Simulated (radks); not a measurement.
Problem. The mean radii <r> (bohr) of the occupied orbitals of an atom or ion are listed with their occupations. All-electron calculation, scalar-relativistic Kohn-Sham, BLYP, spin-polarised, spherical densities, finite nucleus; Fermi nuclear charge, rms radius of each element as measured or else 0.836 A^(1/3) + 0.57 fm. Program: a radial shooting solver on a logarithmic mesh with Libxc functionals.

| orbital | occ. | <r> |
|---|---|---|
| 1s up | 1 | 0.02722 |
| 1s down | 1 | 0.02722 |
| 2s up | 1 | 0.1172 |
| 2s down | 1 | 0.1172 |
| 2p up | 3 | 0.1025 |
| 2p down | 3 | 0.1025 |
| 3s up | 1 | 0.3142 |
| 3s down | 1 | 0.3142 |
| 3p up | 3 | 0.3122 |
| 3p down | 3 | 0.3122 |
| 3d up | 5 | 0.2886 |
| 3d down | 5 | 0.2886 |
| 4s up | 1 | 0.7399 |
| 4s down | 1 | 0.7399 |
| 4p up | 3 | 0.7921 |
| 4p down | 3 | 0.7920 |
| 4d up | 5 | 0.9226 |
| 4d down | 5 | 0.9213 |
| 5s up | 1 | 1.961 |
| 5s down | 1 | 1.961 |
| 5p up | 3 | 2.472 |
| 5p down | 2 | 2.500 |

Name the element and its charge. Open shells, if any, are filled with parallel spins first.

Solution. Z = 53, iodine, charge 0: I in [Kr] 4d10 5s2 5p5. The 1s radius gives Z: for a bare nucleus <r> = (2 gamma + 1)/(2Z) with gamma = sqrt(1 - (Z/c)^2), 0.02683 bohr for Z = 53, and screening makes it slightly larger (0.02722 here). The occupations add up to 53, and the charge is Z minus that.
